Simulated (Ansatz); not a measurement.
Geometry optimisation, RKS B3LYP-D4/def2-SVP in Ansatz 0.2.0.

Input file:

```yaml
crystal:
  periodic: [false, false, false]
  atoms:
    - { symbol: Hf, position_ang: [-0.077201, 0.130065, -0.119891] }
    - { symbol: O, position_ang: [-0.100219, -0.079646, 1.882851] }
    - { symbol: H, position_ang: [-0.699358, 0.140856, 2.604671] }
    - { symbol: Cl, position_ang: [2.08351, 0.582233, -0.938462] }
    - { symbol: Cl, position_ang: [-1.375941, 2.010551, -0.640121] }
    - { symbol: Cl, position_ang: [-1.16786, -1.666576, -1.18903] }
    - { symbol: S, position_ang: [1.7151, -2.780047, 1.408196] }
    - { symbol: H, position_ang: [0.595083, -3.518429, 1.222486] }
    - { symbol: H, position_ang: [1.066086, -1.919607, 2.2712] }
basis:
  gaussian: { orbitals: def2-SVP }
hamiltonian:
  xc: b3lyp
  dispersion: d4
relax:
  f_tol: 0.03
  max_steps: 50
```

Command:

```bash
$ ansatz run input.yaml --threads 4 --pin off --max-ram 5120MiB --backend cpu --events-out ev --progress --plain --runs-dir out
```

Where does it end, and by what steps?

It converged. After 17 steps the energy has fallen by 0.333 eV; H9 moved furthest, 0.98 Å. Joined: Hf1–S7 (3.74 → 2.97 Å).

| step | energy less start (eV) | largest force component (eV/Å) | accepted |
| --- | --- | --- | --- |
| 0 | 0.0000 | 1.688 | yes |
| 1 | -0.1303 | 0.791 | yes |
| 2 | -0.1966 | 0.713 | yes |
| 3 | -0.2096 | 1.214 | yes |
| 4 | -0.2817 | 0.271 | yes |
| 5 | -0.2809 | 0.346 | no |
| 6 | -0.2931 | 0.135 | yes |
| 7 | -0.2998 | 0.076 | yes |
| 8 | -0.3021 | 0.368 | yes |
| 9 | -0.3163 | 0.120 | yes |
| 10 | -0.3169 | 0.258 | yes |
| 11 | -0.3254 | 0.427 | yes |
| 12 | -0.2585 | 1.791 | no |
| 13 | -0.3290 | 0.201 | yes |
| 14 | -0.3225 | 0.503 | no |
| 15 | -0.3311 | 0.089 | yes |
| 16 | -0.3320 | 0.079 | yes |
| 17 | -0.3333 | 0.006 | yes |

```xyz
9
Properties=species:S:1:pos:R:3
Hf -0.061 -0.097 0.036
O -0.514 -0.022 1.897
H -0.934 0.378 2.663
Cl 2.206 0.461 -0.450
Cl -1.146 1.841 -0.774
Cl -1.222 -1.770 -1.208
S 1.362 -2.572 0.841
H 0.374 -3.188 1.532
H 1.976 -2.131 1.964
```

Whether the end is a true minimum wasn't checked by a vibrational analysis.

The run took 66 s on 4 threads of AMD EPYC 7R43 64-Core Processor (Zen 3) (shared host), peak memory 0.39 GiB.
